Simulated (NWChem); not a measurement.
System: C$_{3}$H$_{10}$Si; SMILES CC(C)[SiH3]

NWChem input:

```
start job
memory heap 200 mb stack 900 mb global 1100 mb
geometry units angstroms noautosym nocenter noautoz
  Si    -0.026544    -1.379836     0.000000
  C      0.391387     0.470955     0.000000
  C     -0.117861     1.159172    -1.266496
  C     -0.117861     1.159172     1.266496
  H      0.537176    -2.048147    -1.215485
  H      0.537176    -2.048147     1.215485
  H     -1.511921    -1.577943     0.000000
  H      1.496909     0.517034     0.000000
  H      0.174163     2.222910    -1.283806
  H     -1.218548     1.124284    -1.327333
  H      0.278718     0.693089    -2.182239
  H      0.278718     0.693089     2.182239
  H      0.174163     2.222910     1.283806
  H     -1.218548     1.124284     1.327333
end
basis spherical
  * library def2-svp
end
dft
  xc pbe0
  iterations 150
end
cosmo
  do_cosmo_smd true
  solvent dcm
end
task dft energy
```

NWChem printed, in part:

```
             Northwest Computational Chemistry Package (NWChem) 7.3.0
             --------------------------------------------------------

                             Geometry "geometry" -> ""
                             -------------------------

 Output coordinates in angstroms (scale by  1.889725989 to convert to a.u.)

  No.       Tag          Charge          X              Y              Z
 ---- ---------------- ---------- -------------- -------------- --------------
    1 Si                  14.0000    -0.02654400    -1.37983600     0.00000000
    2 C                    6.0000     0.39138700     0.47095500     0.00000000
    3 C                    6.0000    -0.11786100     1.15917200    -1.26649600
    4 C                    6.0000    -0.11786100     1.15917200     1.26649600
    5 H                    1.0000     0.53717600    -2.04814700    -1.21548500
    6 H                    1.0000     0.53717600    -2.04814700     1.21548500
    7 H                    1.0000    -1.51192100    -1.57794300     0.00000000
    8 H                    1.0000     1.49690900     0.51703400     0.00000000
    9 H                    1.0000     0.17416300     2.22291000    -1.28380600
   10 H                    1.0000    -1.21854800     1.12428400    -1.32733300
   11 H                    1.0000     0.27871800     0.69308900    -2.18223900
   12 H                    1.0000     0.27871800     0.69308900     2.18223900
   13 H                    1.0000     0.17416300     2.22291000     1.28380600
   14 H                    1.0000    -1.21854800     1.12428400     1.32733300

 Effective nuclear repulsion energy (a.u.)     173.6389430059

                                 NWChem DFT Module
                                 -----------------

 Summary of "ao basis" -> "ao basis" (spherical)
 ------------------------------------------------------------------------------
       Tag                 Description            Shells   Functions and Types
 ---------------- ------------------------------  ------  ---------------------
 Si                         def2-svp                 8       18   4s3p1d
 C                          def2-svp                 6       14   3s2p1d
 H                          def2-svp                 3        5   2s1p

 in cosmo_initialize ...
 calling solv_data for solv:dcm

 solvent parameters
 solvname_short: dcm
 solvname_long:  dichloromethane
 dielec:        8.9300
 dielecinf:     2.0283
 nonaqueous SMD model solvent descriptors
 dielec:        8.9300
 sola:          0.1000
 solb:          0.0500
 solc:          0.0000
 solg:         39.1500
 solh:          0.6670
 soln:          1.4242

          ---------------
          -cosmo- solvent
          ---------------
 Cosmo: York-Karplus, doi: 10.1021/jp992097l
 dielectric constant -eps-     =   8.93
 screen = (eps-1)/(eps    )    =   0.88802
 surface charge correction     = lagrangian

   van der Waals surface
 --------------------------

 ---------- ATOMIC COORDINATES (A.U.) ------------ VDWR(ANG.) --
     1   -0.05016089   -2.60751195    0.00000000     2.470
     2    0.73961419    0.88997590    0.00000000     1.850
     3   -0.22272499    2.19051745   -2.39333041     1.850
     4   -0.22272499    2.19051745    2.39333041     1.850
     5    1.01511545   -3.87043661   -2.29693359     1.200
     6    1.01511545   -3.87043661    2.29693359     1.200
     7   -2.85711641   -2.98187990    0.00000000     1.200
     8    2.82874784    0.97705259    0.00000000     1.200
     9    0.32912035    4.20069080   -2.42604156     1.200
    10   -2.30272182    2.12458869   -2.50829567     1.200
    11    0.52670065    1.30974830   -4.12383375     1.200
    12    0.52670065    1.30974830    4.12383375     1.200
    13    0.32912035    4.20069080    2.42604156     1.200
    14   -2.30272182    2.12458869    2.50829567     1.200
 number of segments per atom =        128
 number of   points per atom =        128
 atom (   nspa,  nppa )
 ----------------------
    1 (     88,     0 )       0
    2 (     10,     0 )       0
    3 (     49,     0 )       0
    4 (     49,     0 )       0
    5 (     33,     0 )       0
    6 (     33,     0 )       0
    7 (     34,     0 )       0
    8 (     50,     0 )       0
    9 (     52,     0 )       0
   10 (     54,     0 )       0
   11 (     53,     0 )       0
   12 (     53,     0 )       0
   13 (     52,     0 )       0
   14 (     54,     0 )       0
 number of -cosmo- surface points =      664
 molecular surface =    123.809 angstrom**2
 molecular volume  =    111.334 angstrom**3
 -lineq- algorithm             =   0
 -bem- low  level              =   3
 -bem- from -octahedral-
 gaussian surface charge width =   4.50000
 degree of switching           =   1.00000
 switching function tolerance  =   0.00010
 atomic radii =
 --------------
    1 14.000  2.470
    2  6.000  1.850
    3  6.000  1.850
    4  6.000  1.850
    5  1.000  1.200
    6  1.000  1.200
    7  1.000  1.200
    8  1.000  1.200
    9  1.000  1.200
   10  1.000  1.200
   11  1.000  1.200
   12  1.000  1.200
   13  1.000  1.200
   14  1.000  1.200
 ...... end of -cosmo- initialization ......

 nat:                    14
 ixmem:                 10563
 calling mnsol_interface()
 G(SMD-CDS) energy (kcal/mol)  =    -1.381
 SMD-CDS SASA (angstrom**2)    =   160.854

            General Information
            -------------------
          SCF calculation type: DFT
          Wavefunction type:  closed shell.
          No. of atoms     :    14
          No. of electrons :    42
           Alpha electrons :    21
            Beta electrons :    21
          Charge           :     0
          Spin multiplicity:     1
          Use of symmetry is: off; symmetry adaption is: off
          Maximum number of iterations: 150
          AO basis - number of functions:   110
                     number of shells:    56
          Convergence on energy requested:  1.00D-06
          Convergence on density requested:  1.00D-05
          Convergence on gradient requested:  5.00D-04

              XC Information
              --------------
                         PBE0 Method XC Functional
                     Hartree-Fock (Exact) Exchange  0.250
          PerdewBurkeErnzerhof Exchange Functional  0.750
            Perdew 1991 LDA Correlation Functional  1.000 local
           PerdewBurkeErnz. Correlation Functional  1.000 non-local

             Grid Information
             ----------------
          Grid used for XC integration:  medium
          Radial quadrature: Mura-Knowles
          Angular quadrature: Lebedev.
          Tag              B.-S. Rad. Rad. Pts. Rad. Cut. Ang. Pts.
          ---              ---------- --------- --------- ---------
          Si                  1.10       88          10.0       590
          C                   0.70       49          11.0       434
          H                   0.35       45          12.0       434
          Grid pruning is: on
          Number of quadrature shells:   685
          Spatial weights used:  Erf1

      Superposition of Atomic Density Guess
      -------------------------------------

 Sum of atomic energies:        -406.60576600

      Non-variational initial energy
      ------------------------------

 Total energy =    -409.182333
 1-e energy   =    -901.008338
 2-e energy   =     318.187063
 HOMO         =      -0.329715
 LUMO         =       0.070532

   convergence    iter        energy       DeltaE   RMS-Dens  Diis-err
 ---------------- ----- ----------------- --------- --------- ---------
     COSMO gas phase
 d= 0,ls=0.0,diis     1   -409.3438473315 -5.83D+02  4.36D-03  2.20D-01
 d= 0,ls=0.0,diis     2   -409.3708531673 -2.70D-02  1.65D-03  1.38D-02
 d= 0,ls=0.0,diis     3   -409.3715268900 -6.74D-04  7.38D-04  1.07D-02
 d= 0,ls=0.0,diis     4   -409.3729878867 -1.46D-03  1.45D-04  2.06D-04
 d= 0,ls=0.0,diis     5   -409.3730174068 -2.95D-05  3.20D-05  1.30D-05
  Resetting Diis
 d= 0,ls=0.0,diis     6   -409.3730190755 -1.67D-06  7.55D-06  1.25D-06
 d= 0,ls=0.0,diis     7   -409.3730192298 -1.54D-07  2.76D-06  4.78D-08

   convergence    iter        energy       DeltaE   RMS-Dens  Diis-err
 ---------------- ----- ----------------- --------- --------- ---------
     COSMO solvation phase
 d= 0,ls=0.0,diis     1   -409.3763945359 -3.38D-03  4.03D-04  2.26D-04
 d= 0,ls=0.0,diis     2   -409.3764822396 -8.77D-05  7.07D-05  3.29D-05
 d= 0,ls=0.0,diis     3   -409.3764858802 -3.64D-06  2.90D-05  1.34D-05
 d= 0,ls=0.0,diis     4   -409.3764876476 -1.77D-06  7.36D-06  5.96D-07
 d= 0,ls=0.0,diis     5   -409.3764877247 -7.71D-08  1.81D-06  3.08D-08

         Total DFT energy =     -409.376487724700
      One electron energy =     -905.566397151689
           Coulomb energy =      363.172553177562
    Exchange-Corr. energy =      -40.600025866590
 Nuclear repulsion energy =      173.638943005870

             COSMO energy =       -0.021560889854

 Numeric. integr. density =       41.999961511371

                                COSMO-SMD solvation results
                                ---------------------------

             internal energy in gas <Psi(g)|H|Psi(g)> =      -409.373019229772
         internal energy in solvent <Psi(s)|H|Psi(s)> =      -409.372909062788
                               delta internal energy  =         0.000110166984 (    0.07 kcal/mol)
   total free energy in solvent <Psi(s)|H+V/2|Psi(s)> =      -409.374286344197
 polarization energy contribution <Psi(s)|V/2|Psi(s)> =        -0.001377281409 (   -0.86 kcal/mol)
    total free energy in solvent including G(SMD-CDS) =      -409.376487724700
                       G(SMD-CDS) energy contribution =        -0.002201380503 (   -1.38 kcal/mol)
     1 M fixed-concentration free energy of solvation =        -0.003468494928 (   -2.18 kcal/mol)

                       DFT Final Molecular Orbital Analysis
                       ------------------------------------

 Vector   19  Occ=2.000000D+00  E=-3.452361D-01
              MO Center=  3.1D-01, -1.2D+00, -2.3D-08, r^2= 3.6D+00
   Bfn.  Coefficient  Atom+Function         Bfn.  Coefficient  Atom+Function
  ----- ------------  ---------------      ----- ------------  ---------------
    61      0.290430   5 H  s                66     -0.290430   6 H  s
    10     -0.246632   1 Si pz               13     -0.195387   1 Si pz
    24      0.195146   2 C  pz               62      0.168519   5 H  s
    67     -0.168519   6 H  s                38     -0.142870   3 C  pz
    52     -0.142870   4 C  pz                7      0.141384   1 Si pz

 Vector   20  Occ=2.000000D+00  E=-3.395986D-01
              MO Center= -1.5D-01, -4.4D-01,  1.5D-08, r^2= 4.1D+00
   Bfn.  Coefficient  Atom+Function         Bfn.  Coefficient  Atom+Function
  ----- ------------  ---------------      ----- ------------  ---------------
    71      0.259400   7 H  s                22      0.239811   2 C  px
    76      0.234466   8 H  s                 8     -0.178060   1 Si px
    72      0.165882   7 H  s                61     -0.148056   5 H  s
    66     -0.148056   6 H  s                36     -0.133742   3 C  px
    50     -0.133742   4 C  px               77      0.133396   8 H  s

 Vector   21  Occ=2.000000D+00  E=-2.969595D-01
              MO Center=  1.5D-01,  2.2D-01,  2.8D-09, r^2= 3.4D+00
   Bfn.  Coefficient  Atom+Function         Bfn.  Coefficient  Atom+Function
  ----- ------------  ---------------      ----- ------------  ---------------
    23      0.352336   2 C  py                9     -0.261210   1 Si py
    26      0.212758   2 C  py               12     -0.179715   1 Si py
    81     -0.177437   9 H  s               101     -0.177437  13 H  s
    37     -0.152547   3 C  py               51     -0.152547   4 C  py
    76      0.152808   8 H  s                22      0.149530   2 C  px

 Vector   22  Occ=0.000000D+00  E= 4.126359D-02
              MO Center= -2.9D-03, -7.7D-01,  3.2D-08, r^2= 6.1D+00
   Bfn.  Coefficient  Atom+Function         Bfn.  Coefficient  Atom+Function
  ----- ------------  ---------------      ----- ------------  ---------------
    21      1.316539   2 C  s                12     -1.189460   1 Si py
    35      0.660647   3 C  s                49      0.660647   4 C  s
    77     -0.479959   8 H  s                62     -0.453026   5 H  s
    67     -0.453026   6 H  s                92     -0.409910  11 H  s
    97     -0.409910  12 H  s                26     -0.377496   2 C  py

 Vector   23  Occ=0.000000D+00  E= 6.744886D-02
              MO Center=  1.6D-01, -9.4D-01,  3.7D-08, r^2= 5.5D+00
   Bfn.  Coefficient  Atom+Function         Bfn.  Coefficient  Atom+Function
  ----- ------------  ---------------      ----- ------------  ---------------
    11      1.424284   1 Si px               72      1.195100   7 H  s
    21     -0.615561   2 C  s                35      0.611948   3 C  s
    49      0.611948   4 C  s                82     -0.474881   9 H  s
   102     -0.474881  13 H  s                62     -0.468141   5 H  s
    67     -0.468141   6 H  s                 8      0.200572   1 Si px

 Vector   24  Occ=0.000000D+00  E= 6.830277D-02
              MO Center= -1.4D-01, -9.7D-01, -3.5D-08, r^2= 5.1D+00
   Bfn.  Coefficient  Atom+Function         Bfn.  Coefficient  Atom+Function
  ----- ------------  ---------------      ----- ------------  ---------------
    13      1.415390   1 Si pz               62      1.011477   5 H  s
    67     -1.011477   6 H  s                35      0.518128   3 C  s
    49     -0.518128   4 C  s                82     -0.405304   9 H  s
   102      0.405304  13 H  s                10      0.217970   1 Si pz
    87     -0.214998  10 H  s               107      0.214998  14 H  s

     Multipole analysis of the density
     ---------------------------------

     L   x y z        total         alpha         beta         nuclear
     -   - - -        -----         -----         ----         -------
     0   0 0 0     -0.000000    -21.000000    -21.000000     42.000000

     1   1 0 0      0.123745     -0.023524     -0.023524      0.170793
     1   0 1 0      0.407718     -0.118767     -0.118767      0.645253
     1   0 0 1     -0.000000     -0.000000     -0.000000      0.000000

     2   2 0 0    -26.859223    -30.187135    -30.187135     33.515048
     2   1 1 0      0.041418      1.164917      1.164917     -2.288415
     2   1 0 1     -0.000000     -0.000000     -0.000000      0.000000
     2   0 2 0    -27.999618   -136.538531   -136.538531    245.077444
     2   0 1 1      0.000000      0.000000      0.000000      0.000000
     2   0 0 2    -27.108164    -82.381398    -82.381398    137.654632
```

Level: PBE0/def2-SVP, SMD on the gas-phase geometry. Structure relaxed at the PBE0/def2-SVP level. No frequency run checked for a minimum. Solvent: dichloromethane.
